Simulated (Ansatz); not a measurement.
Ansatz (an electronic-structure program) input (MP2/def2-TZVP):

Ansatz 0.2 input:
```yaml
crystal:
  periodic: [false, false, false]
  atoms:
    - {symbol: C, position_ang: [-0.00000000, -0.00000000, -1.83145497]}
    - {symbol: I, position_ang: [0.00000000, 0.00000000, 0.20733452]}
basis:
  gaussian:
    orbitals: def2-TZVP
magnetization: {spin_polarized: true, initial_magnetization: 1}
correlation: {method: mp2, electrons: outside_noble_gas}
relax: {f_tol: 0.003, max_steps: 100}
```

Output:

```
Functional definition: HF
these checks for a lower state are left out or cut short: cluster_reference
integrals: 0.03 GiB planned
709 factors; integrals over basis functions are off by at most 1.6e-4 eV
mean field: 0.20 GiB planned
mean field evaluation 1: about -9098.3250 eV, gradient 7.4e0 eV
mean field evaluation 2: about -9098.3255 eV, gradient 7.4e0 eV
mean field evaluation 4: about -9099.0861 eV, gradient 2.4e0 eV
mean field evaluation 8: about -9099.1690 eV, gradient 1.7e-1 eV
mean field evaluation 16: about -9099.1844 eV, gradient 6.3e-3 eV
mean field evaluation 32: about -9099.1660 eV, gradient 3.4e-1 eV
mean field evaluation 64: about -9098.9678 eV, gradient 2.1e0 eV
mean field -9099.18439402 eV, -334.3888588317 hartree, gradient 1.5e-6 eV, S^2 0.920689; 9 other end points of the search recorded, 0 dependent functions left out
10 core orbitals not correlated
reference -9099.18439402 eV, -334.3888588317 hartree; 6, 5 occupied and 65, 66 virtual orbitals, 709 factors
densities: 0.18 GiB planned
second order -6.41450285 eV of doubles, -0.00000000 eV of singles
the calculation of the forces begins
mean field evaluation 96: about -9099.1836 eV, gradient 1.7e-2 eV
relax step   1: F+E_penalty+E_count = -9105.59889687 eV  Δ(F+E_penalty+E_count) = +0.000e0 eV  max|allowed force component| = 3.615e-1 eV/Å  Δτ_max = 0.0000 Å  (417 SCF iters, accepted)
these checks for a lower state are left out or cut short: starts, cluster_reference, orbital_swaps, neighbouring_geometries, increment
integrals: 0.03 GiB planned
709 factors; integrals over basis functions are off by at most 1.5e-4 eV
mean field: 0.20 GiB planned
mean field -9099.17515317 eV, -334.3885192367 hartree, gradient 1.8e-6 eV, S^2 0.921829; 0 other end points of the search recorded, 0 dependent functions left out
10 core orbitals not correlated
reference -9099.17515317 eV, -334.3885192367 hartree; 6, 5 occupied and 65, 66 virtual orbitals, 709 factors
densities: 0.18 GiB planned
second order -6.42787874 eV of doubles, -0.00000000 eV of singles
the calculation of the forces begins
relax step   2: F+E_penalty+E_count = -9105.60303191 eV  Δ(F+E_penalty+E_count) = -4.135e-3 eV  max|allowed force component| = 3.318e-2 eV/Å  Δτ_max = 0.0103 Å  (47 SCF iters, accepted)
these checks for a lower state are left out or cut short: starts, cluster_reference, orbital_swaps, neighbouring_geometries, increment
integrals: 0.03 GiB planned
709 factors; integrals over basis functions are off by at most 1.5e-4 eV
mean field: 0.20 GiB planned
mean field -9099.17385152 eV, -334.3884714016 hartree, gradient 1.8e-6 eV, S^2 0.921928; 0 other end points of the search recorded, 0 dependent functions left out
10 core orbitals not correlated
reference -9099.17385152 eV, -334.3884714016 hartree; 6, 5 occupied and 65, 66 virtual orbitals, 709 factors
densities: 0.18 GiB planned
second order -6.42921400 eV of doubles, -0.00000000 eV of singles
the calculation of the forces begins
relax step   3: F+E_penalty+E_count = -9105.60306551 eV  Δ(F+E_penalty+E_count) = -3.360e-5 eV  max|allowed force component| = 3.151e-4 eV/Å  Δτ_max = 0.0010 Å  (53 SCF iters, accepted)
these checks for a lower state are left out or cut short: cluster_reference
integrals: 0.03 GiB planned
709 factors; integrals over basis functions are off by at most 1.5e-4 eV
mean field: 0.20 GiB planned
mean field evaluation 128: about -9099.1595 eV, gradient 4.0e-3 eV
mean field evaluation 160: about -9096.3447 eV, gradient 5.6e0 eV
mean field evaluation 192: about -9099.1595 eV, gradient 2.2e-5 eV
mean field -9099.17385152 eV, -334.3884714016 hartree, gradient 1.8e-6 eV, S^2 0.921928; 10 other end points of the search recorded, 0 dependent functions left out
10 core orbitals not correlated
reference -9099.17385152 eV, -334.3884714016 hartree; 6, 5 occupied and 65, 66 virtual orbitals, 709 factors
densities: 0.18 GiB planned
second order -6.42921400 eV of doubles, -0.00000000 eV of singles
the calculation of the forces begins
Total energy: -9105.60306551 eV, -334.6247406581 hartree
Atom 0 at    -0.000000    -0.000000    -1.820109 Å, force     0.000000    -0.000000    -0.000315 eV/Å
Atom 1 at     0.000000     0.000000     0.195989 Å, force    -0.000000     0.000000     0.000315 eV/Å
Dipole moment:    -0.000000     0.016914     0.461054 e Å
Checks for a lower state left out: cluster_reference
```

The determinant is spin-contaminated: <S^2> is 0.92 against 0.75 for a pure state.
